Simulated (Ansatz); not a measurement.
`FC(F)C(F)C(F)(F)C(F)F` + H–F → `FC(F)C(F)C(F)(F)F` + `FCF`  (substitution at a C–C bond)

Isolated molecules relaxed with PBE0-D4/def2-TZVP in Ansatz; ΔE leaves out vibrations. CBS: MP2 limit from def2 TZ/QZ plus the TZ coupled-cluster correction, frozen cores. This one scheme is used for every species. Functionals use def2-TZVPP. HSE06 is defined as in plane-wave codes. One conformer a species, not always the lowest.

| level | ΔE (kJ/mol) | difference from CCSD(T)/CBS |
| --- | --- | --- |
| revPBE-D4 | -2.7 | -10.8 |
| CAM-B3LYP-D4 | -6.2 | -14.3 |
| ωB97X-V | -4.2 | -12.3 |
| PBE | -11.2 | -19.3 |
| revPBE | -17.9 | -26.0 |
| r2SCAN | -8.4 | -16.5 |
| r2SCANh | -8.2 | -16.3 |
| HSE06 | -10.1 | -18.2 |
| LC-ωPBE | -8.5 | -16.6 |
| RPA@PBE/def2-TZVPP | 1.5 | -6.6 |
| HF/def2-SVP | -30.7 | -38.8 |
| CCSD/def2-SVP | -10.4 | -18.5 |
| SCS-MP2/def2-TZVPP | -0.6 | -8.7 |
| MP2/def2-QZVPP | 9.0 | 0.9 |
| MP2/CBS(def2) | 11.7 | 3.6 |
| CCSD/CBS(def2) | 5.2 | -2.9 |
| CCSD(T)/CBS | 8.1 | 0 |

(1) What do rigid-rotor, harmonic-oscillator terms from PBE0-D4/def2-TZVP frequencies (298.15 K, 1 bar) make of the CCSD(T)/CBS value? (Estimate.)

Largest T1 diagnostic among the species: 0.012.

## Answers

(1) Computed: ΔZPE = +6.8 kJ/mol, ΔH = +11.3 kJ/mol, ΔS = 27 J/(mol·K), ΔG = +3.2 kJ/mol. Modes under 50 cm⁻¹ make the entropy rough.

In def2-TZVPP, CCSD(T) changes the Hartree–Fock value by +28.5 kJ/mol (the triples alone add +2.9 kJ/mol) and MP2 by +32.1 kJ/mol. From BLYP to BHLYP (50 % exact exchange), in def2-TZVPP and without D4, ΔE moves by +3.9 kJ/mol.
